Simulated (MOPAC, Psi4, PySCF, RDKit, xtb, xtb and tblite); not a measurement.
Two geometries of SMILES OB(O)Cc1cccs1 (C5H7BO2S), relaxed at GFN2-xTB with one dihedral held; other torsions can differ between them too.

Structure A

```
16

O     -2.0139     1.3862    -0.2983
B     -2.0947     0.0531    -0.0446
O     -3.1773    -0.4091     0.6019
C     -0.9607    -0.9975    -0.5095
C     -0.8530    -2.1660     0.4075
C     -1.4269    -3.3922     0.2957
C     -1.1399    -4.2472     1.3860
C     -0.3512    -3.6595     2.3166
S      0.0546    -2.0423     1.8808
H     -1.2338     1.7006    -0.7509
H     -3.8146     0.2644     0.8438
H     -1.2125    -1.3656    -1.5073
H      0.0109    -0.5019    -0.5821
H     -2.0384    -3.6802    -0.5406
H     -1.5061    -5.2556     1.4651
H      0.0247    -4.0656     3.2344
```

Structure B

```
16

O     -2.0239     1.3672    -0.2978
B     -2.0863     0.0387    -0.0374
O     -3.1489    -0.4462     0.6285
C     -0.9390    -0.9968    -0.5096
C      0.3801    -0.6419     0.0811
C      1.0112    -1.1892     1.1527
C      2.2374    -0.5564     1.4687
C      2.5268     0.4726     0.6381
S      1.3030     0.6897    -0.5564
H     -1.2377     1.6817    -0.7444
H     -3.7957     0.2151     0.8797
H     -1.2022    -2.0090    -0.2052
H     -0.8662    -0.9815    -1.5995
H      0.6156    -2.0255     1.7007
H      2.8730    -0.8622     2.2806
H      3.3785     1.1227     0.6383
```

Q: Which is lower in energy at the level PBE0-D3(BJ)/def2-SVP // GFN2-xTB run with Psi4, and by how much?

A: B is lower, by 9.28 kJ/mol (dihedral O1–B2–C4–C5: 150° in A, 60° in B).

E(B) − E(A) in kJ/mol at the other levels, on the same two geometries: GFN2-xTB (xtb and tblite) -6.80; PBE0/def2-SVP // GFN2-xTB (Psi4) -8.54; PBE/def2-SVP // GFN2-xTB (Psi4) -8.83; PBE-D3(BJ)/def2-SVP // GFN2-xTB (Psi4) -9.72; UFF // GFN2-xTB (RDKit) -1.02; PM3, restricted, heats of formation // GFN2-xTB (MOPAC) -3.23; AM1, restricted, heats of formation // GFN2-xTB (MOPAC) -5.80; GFN1-xTB // GFN2-xTB (xtb) -6.67; restricted B3LYP/6-31G*, spherical d, density fitting // GFN2-xTB (PySCF) -8.49; restricted MP2 (frozen core)/6-31G*, spherical d // GFN2-xTB (PySCF) -7.92; restricted B3LYP/6-311+G**, spherical d, density fitting // GFN2-xTB (PySCF) -5.46; restricted M06-2X/6-31G*, spherical d, density fitting // GFN2-xTB (PySCF) -8.76.
